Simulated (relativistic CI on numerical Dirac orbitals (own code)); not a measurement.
## Radial parameters of Pb³¹⁺

Calculated at this level of theory: Dirac-Coulomb-Breit CI, KLI orbitals optimised for each configuration, model QED, unscaled Slater integrals (own radial code, finite nucleus).

Slater integrals F^k, G^k are unscaled and averaged over j, outside the closed core [Ar] 3d10 4p6 4d10; ζ comes from projecting the Hamiltonian with its Breit term on Σ l·s of the shell.

- 4s2 4f5: F^2(4f,4f) = 276690, F^4(4f,4f) = 180330, F^6(4f,4f) = 131860, ζ(4f) = 15130 cm⁻¹; <r>(4f) = 0.3788, <r^2>(4f) = 0.1645 (bohr units).
- 4s2 4f4 5s: F^2(4f,4f) = 279280, F^4(4f,4f) = 182110, F^6(4f,4f) = 133200, ζ(4f) = 15458, G^3(4f,5s) = 37692 cm⁻¹; <r>(4f) = 0.3758, <r^2>(4f) = 0.1618, <r>(5s) = 0.6806, <r^2>(5s) = 0.5164 (bohr units).
- 4s2 4f4 5p: F^2(4f,4f) = 279440, F^4(4f,4f) = 182240, F^6(4f,4f) = 133290, ζ(4f) = 15494, F^2(4f,5p) = 113340, G^2(4f,5p) = 33368, G^4(4f,5p) = 31974, ζ(5p) = 250860 cm⁻¹; <r>(4f) = 0.3757, <r^2>(4f) = 0.1617, <r>(5p) = 0.7187, <r^2>(5p) = 0.578 (bohr units).

Averages of the first 8 configurations, taken without configuration mixing, which lowers the lowest level and can move excited configurations by several eV; other configurations of the list can lie among them:

```json
{"Configuration": "4s2 4f5", "Parity": "odd", "States": "2002", "Average energy above the lowest level (eV)": "28.3"}
{"Configuration": "4s2 4f4 5s", "Parity": "even", "States": "2002", "Average energy above the lowest level (eV)": "212.8"}
{"Configuration": "4s2 4f4 5p", "Parity": "odd", "States": "6006", "Average energy above the lowest level (eV)": "298.8"}
{"Configuration": "4s2 4f3 5s2", "Parity": "odd", "States": "364", "Average energy above the lowest level (eV)": "409.5"}
{"Configuration": "4s2 4f3 5s 5p", "Parity": "even", "States": "4368", "Average energy above the lowest level (eV)": "492.2"}
{"Configuration": "4s2 4f3 5p2", "Parity": "odd", "States": "5460", "Average energy above the lowest level (eV)": "581.5"}
{"Configuration": "4s 4f6", "Parity": "even", "States": "6006", "Average energy above the lowest level (eV)": "796.6"}
{"Configuration": "4s2 4f4 6s", "Parity": "even", "States": "2002", "Average energy above the lowest level (eV)": "582.3"}
```
